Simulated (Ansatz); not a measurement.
Basis-set extrapolation for C₃H₇B (PBE0-D4/def2-TZVP geometry, frozen core, the Gaussian-basis code of Ansatz). Multiplicity 1, RHF reference.

```csv
,def2-TZVPP,def2-QZVPP
HF,-142.349334,-142.356096
MP2 correlation,-0.630334,-0.668116
CCSD(T) correlation,-0.695088,not run
```

Energies in hartree. Use E(X) = E(∞) + A·exp(−7.88·√X) for Hartree–Fock and E(X) = E(∞) + B·X^(−2.97) for correlation, with X = 3 and 4, and add CCSD(T) minus MP2 of the smaller set to the MP2 limit.

Q: What is the CCSD(T) energy at the basis-set limit?

A: HF limit: -142.356096 + (-0.006762) × 0.13774 = -142.35703. MP2 limit: -0.668116 + (-0.037782) × 0.74074 = -0.69610. Higher-order term: -0.695088 − (-0.630334) = -0.06475. Total: -143.11788 hartree, 192.9 kJ/mol below CCSD(T)/def2-TZVPP.
